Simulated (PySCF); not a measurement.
**Working out the ionisation energy of Ge⁺**

Ge⁺ [Ar] 3d10 4s2 4p1 (2P) → Ge²⁺ [Ar] 3d10 4s2 (1S). All numbers are calculated (PySCF 2.14, the non-relativistic Hamiltonian (point nucleus), in def2-TZVPPD (7s5p5d1f, 54 functions)). Frozen: [Ar] 3d10. Energies in hartree (1 hartree = 27.21139 eV):

```csv
part,Ge⁺ (lower),Ge²⁺ (upper)
UHF,-2075.048064,-2074.488797
CCSD correlation,-0.051376,-0.040183
(T),-0.000802,0.000000
```

Problem. What does Hartree-Fock give?

Solution. (-2074.488797) − (-2075.048064) = 0.559267 hartree = 15.218 eV.

Problem. What do CCSD and CCSD(T) give?

Solution. The CCSD correlation energies differ by 0.011193 hartree = 0.305 eV and the triples by 0.000802 hartree = 0.022 eV, so CCSD gives 15.523 eV and CCSD(T) 15.545 eV.

Measured between the centres of the two terms (NIST): 15.789 eV, so CCSD(T) (valence) is off by -0.244 eV.

The calculation is non-relativistic.

What remains against the reference includes basis incompleteness, the frozen core and higher excitations.
